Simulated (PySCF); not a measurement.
CH5ClGaNO.

```xyz
10

Ga    -0.0798     0.1411     0.0856
Cl     1.3054    -0.1107     1.6881
O      0.0199    -1.0436    -1.2339
C     -0.8302    -0.9746    -2.3544
H     -0.9149     0.0466    -2.7774
H     -0.4229    -1.6245    -3.1475
H     -1.8541    -1.3319    -2.1282
N     -1.2019     1.5478     0.0599
H     -1.3092     2.1563     0.8638
H     -1.9827     1.6224    -0.5821
```

Geometry optimised at r2SCAN-D4/def2-SVP. The structure was generated by enumeration; whether it is a known compound was not checked. One conformer was computed; it need not be the lowest.

The numbers are results of PBE/pcSseg-1 (PySCF), not measurements. Non-relativistic, no solvent.

Computed absolute GIAO shielding of each atom: isotropic value and principal components (ppm):
```csv
atom,σ(iso),σ11,σ22,σ33,span
Ga1,1333.7,1111.9,1365.4,1523.8,411.9
Cl2,955.6,850.5,946.3,1069.9,219.4
O3,257.4,138.1,303.2,330.9,192.8
C4,120.4,89.2,91.5,180.6,91.4
H5,27.1,22.4,24.9,34.0,11.6
H6,27.1,23.0,24.3,34.1,11.2
H7,27.1,22.9,24.2,34.1,11.2
N8,230.5,200.0,225.8,265.8,65.8
H9,29.8,22.6,25.9,40.8,18.3
H10,29.6,21.9,25.5,41.5,19.6
```
